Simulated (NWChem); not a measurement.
System: BH$_{2}$Cl; SMILES BCl

NWChem input:

```
start job
memory heap 200 mb stack 900 mb global 1100 mb
geometry units angstroms
  B      0.000000     0.000000     1.156693
  H      0.000000    -1.049465     1.717709
  H      0.000000     1.049465     1.717709
  Cl     0.000000     0.000000    -0.576386
end
basis spherical
  * library def2-svp
end
dft
  xc becke88 lyp
  iterations 150
end
driver
  maxiter 120
end
task dft optimize
task dft freq
```

The level has its own optimisation; frequencies are unscaled.

Problem. Predict the main results of this run. (BLYP/def2-SVP.) Quantities: r B–H (Å); r B–Cl (Å); highest harmonic frequency (cm⁻¹); lowest (cm⁻¹); zero-point energy (kcal/mol); dipole (D).

Solution. The r B–H (Å) is 1.208, the r B–Cl (Å) is 1.756 and the highest harmonic frequency (cm⁻¹) comes out as 2652. The lowest (cm⁻¹) is 806 and the zero-point energy (kcal/mol) is 12.9. The dipole (D) is 0.19.
